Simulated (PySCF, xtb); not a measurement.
F6S, SMILES FS(F)(F)(F)(F)F.

GFN2-xTB run with xtb 6.7.1 at its own geometry gives an orbital gap of 7.42 eV and a dipole moment of 0.00 D.

Geometry: PBE-D3(BJ)/def2-SVP.

Q: What does PBE/def2-TZVP (PySCF) give? (Estimate from the structure and the level; the computed values follow.)

A: gap 6.38 eV (levels -10.16 and -3.78 eV), dipole 0.00 D.
